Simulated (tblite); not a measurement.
Vinyldifluoroborane, C2H3BF2.
Atom-mapped SMILES: `[CH2:1]=[CH:2][B:3]([F:4])[F:5]` (hydrogens: H6, H7 on C1; H8 on C2)

Computed with GFN2-xTB (tblite), gas phase: Langevin dynamics at 200 K from the optimised GFN2-xTB geometry, time step 0.5 fs, friction 0.01 fs⁻¹, 2000 steps. The instantaneous temperature is 2·E(kin)/(3Nk) with all 3N coordinates.

| t (fs) | T (K) | E(pot) above start (eV) | C1=C2 (Å) | C2–B3 (Å) | B3–F4 (Å) | B3–F5 (Å) | C1–H6 (Å) | C1–C2–B3–F4 (°) |
| --- | --- | --- | --- | --- | --- | --- | --- | --- |
| 0 | 156 | 0.000 | 1.332 | 1.550 | 1.320 | 1.320 | 1.078 | 0 |
| 50 | 127 | 0.085 | 1.331 | 1.538 | 1.304 | 1.339 | 1.069 | -6 |
| 100 | 210 | 0.057 | 1.334 | 1.542 | 1.311 | 1.338 | 1.105 | 11 |
| 150 | 222 | 0.128 | 1.319 | 1.604 | 1.338 | 1.310 | 1.079 | 1 |
| 200 | 183 | 0.151 | 1.339 | 1.579 | 1.343 | 1.297 | 1.083 | -8 |
| 250 | 254 | 0.124 | 1.310 | 1.553 | 1.337 | 1.301 | 1.069 | -11 |
| 300 | 185 | 0.128 | 1.347 | 1.553 | 1.304 | 1.313 | 1.062 | -15 |
| 350 | 236 | 0.170 | 1.344 | 1.562 | 1.305 | 1.321 | 1.089 | -8 |
| 400 | 244 | 0.225 | 1.333 | 1.575 | 1.298 | 1.338 | 1.081 | 15 |
| 450 | 90 | 0.230 | 1.333 | 1.592 | 1.323 | 1.338 | 1.059 | 17 |
| 500 | 159 | 0.114 | 1.317 | 1.586 | 1.321 | 1.326 | 1.084 | 12 |
| 550 | 237 | 0.181 | 1.320 | 1.564 | 1.323 | 1.323 | 1.117 | 16 |
| 600 | 316 | 0.260 | 1.334 | 1.518 | 1.336 | 1.332 | 1.045 | 12 |
| 650 | 318 | 0.183 | 1.299 | 1.554 | 1.342 | 1.313 | 1.087 | 9 |
| 700 | 305 | 0.274 | 1.366 | 1.491 | 1.336 | 1.331 | 1.095 | 0 |
| 750 | 242 | 0.182 | 1.294 | 1.573 | 1.358 | 1.336 | 1.074 | -5 |
| 800 | 226 | 0.161 | 1.361 | 1.507 | 1.360 | 1.329 | 1.067 | 1 |
| 850 | 164 | 0.073 | 1.321 | 1.560 | 1.337 | 1.305 | 1.096 | -3 |
| 900 | 174 | 0.120 | 1.326 | 1.562 | 1.341 | 1.288 | 1.050 | 11 |
| 950 | 140 | 0.148 | 1.321 | 1.568 | 1.302 | 1.309 | 1.063 | 14 |
| 1000 | 133 | 0.155 | 1.327 | 1.573 | 1.324 | 1.309 | 1.130 | 14 |

**Question.** From 500 fs on, how do temperature and potential energy compare with equipartition?

**Answer.** The mean temperature of these 11 frames is 219 K against the target 200 K, and the mean potential energy 0.17 eV against 18 × kT/2 = 0.16 eV for 18 classical harmonic modes. For 8 atoms in a canonical ensemble the temperature itself scatters by T·√(2/(3N)) = 58 K; here its standard deviation is 67 K. The whole run lasts only 10 friction times of 100 fs, so these averages carry a wide statistical error.

**Question.** What are the kinetic and total energies of the listed frame with the highest potential energy?

**Answer.** The one at 700 fs, 0.274 eV above the start. Its kinetic energy is 3NkT/2 = 0.316 eV at 305 K, so the sum is 0.59 eV; over the listed frames the sum runs from 0.16 to 0.59 eV, since the thermostat adds and removes energy.

**Question.** How much do the listed bonds fluctuate from 500 fs on?

**Answer.** 
```
 bond  at the start (Å)  mean (Å)  standard deviation (Å)
C1=C2             1.332     1.326                   0.021
C2–B3             1.550     1.551                   0.029
B3–F4             1.320     1.335                   0.016
B3–F5             1.320     1.318                   0.014
C1–H6             1.078     1.083                   0.025
```

The motion is classical and holds no zero-point motion.

The cost below is that of the whole dynamics run. Time: 3.0 s; peak memory 0.18 GiB. Hardware: AMD EPYC 9R45, one thread (shared host).
